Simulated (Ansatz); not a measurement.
`C[NH][AlH][Cl]` + dimethylamine → `C[N](C)[AlH][Cl]` + CH₃NH₂ at 400 K and 1 bar (ligand exchange at the Al–N bond).

Computed with Ansatz on PBE0-D4/def2-TZVP structures; ΔE is electronic, products minus reactants. CBS: MP2 limit from def2 TZ/QZ plus the TZ coupled-cluster correction, frozen cores. Each species was taken in one conformer, which may not be the lowest.

```tsv
species	CCSD(T)/CBS energy (Eh)	H − E (kJ/mol)	S (J/(mol·K))
`C[NH][AlH][Cl]`	-797.65353	194.4	357.1
`CNC`	-135.00321	264.6	293.2
`C[N](C)[AlH][Cl]`	-836.90351	273.6	390.2
CH₃NH₂	-95.75281	185.4	256.0
```

H − E and S are ideal-gas, rigid-rotor, harmonic terms from PBE0-D4/def2-TZVP, for one conformer and one mirror image of each species. 1 Eh = 2625.50 kJ/mol, R = 8.31446 J/(mol·K).

Q: By hand: ΔE, ΔH, ΔS and ΔG.

A: ΔE = (-836.90351) + (-95.75281) − (-797.65353) − (-135.00321) = 0.00042 Eh = 1.1 kJ/mol. Δ(H − E) = 273.6 + 185.4 − 194.4 − 264.6 = 0.0, so ΔH = 1.1 kJ/mol. ΔS = 390.2 + 256.0 − 357.1 − 293.2 = -4.1 J/(mol·K). ΔG = 1.1 − 400 × (-4.1)/1000 = 2.7 kJ/mol.

Q: By hand: the equilibrium constant, and the temperature at which ΔG would vanish if ΔH and ΔS stayed fixed.

A: log₁₀ K = −ΔG/(RT ln 10) = -0.4. ΔH and −TΔS have one sign here, so there is no such temperature. One of them is within its doubt of zero, so this could turn.

TΔS isn't small against ΔH here. The sign of ΔG lies within the doubt. A doubt of 5 kJ/mol in ΔE shifts log₁₀ K by 0.7 here. Other conformers and mirror images would add mixing entropy, several J/(mol·K) or more a flexible species. These are equilibria of isolated gas molecules and say nothing of rates. Largest T1 diagnostic: 0.011 (customary marks: 0.02 for closed shells, 0.045 for open ones).
